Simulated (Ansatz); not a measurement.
(ClBe-mu-NH2)2 (Be2N2Cl2H4), relaxed as a singlet with RKS PBE-D4/def2-SVP in Ansatz, starting from the GFN2-xTB geometry. Force threshold 0.02 eV/Å.

Start:

Cartesian coordinates in Å:
```
Be -0.1325 1.0757 0.2463
Cl -0.7401 2.7005 0.7555
N 0.5622 -0.2138 1.1192
Be -0.1639 -1.0883 -0.1518
Cl -0.8159 -2.7718 -0.2520
N -0.2186 0.2294 -1.2315
H 0.3204 -0.3886 2.0888
H 1.5755 -0.2289 1.1212
H 0.6020 0.3261 -1.8178
H -0.9891 0.3597 -1.8781
```

```csv
step,energy (eV),largest force component (eV/Å),SCF passes
1,-28874.7537,1.153,25
2,-28874.8547,0.624,27
3,-28874.8843,0.199,27
4,-28874.8869,0.070,28
5,-28874.8888,0.123,28
6,-28874.8897,0.071,28
7,-28874.8905,0.009,28
8,-28874.8907,0.008,27
9,-28874.8908,0.016,28
```

Force components are those of the run's own axes.

End:

Cartesian coordinates in Å:
```
Be -0.0460 1.1187 0.2263
Cl -0.4214 2.8962 0.6857
N 0.4867 -0.2171 1.1424
Be -0.0773 -1.1243 -0.1866
Cl -0.5030 -2.9380 -0.3883
N -0.2891 0.2260 -1.2060
H 0.0767 -0.3825 2.0724
H 1.5066 -0.2595 1.2957
H 0.4428 0.3479 -1.9236
H -1.1761 0.3326 -1.7181
```

By distances, no bond broke or formed. The bond that changes most is Be1–Cl2, from 1.81 to 1.87 Å (atoms count from 1).

The force fell under the threshold at step 7, but the optimiser went on. No frequencies were taken in this run, so the end may be a saddle point.

It took 35 s on 4 threads of Intel Xeon on a shared host.
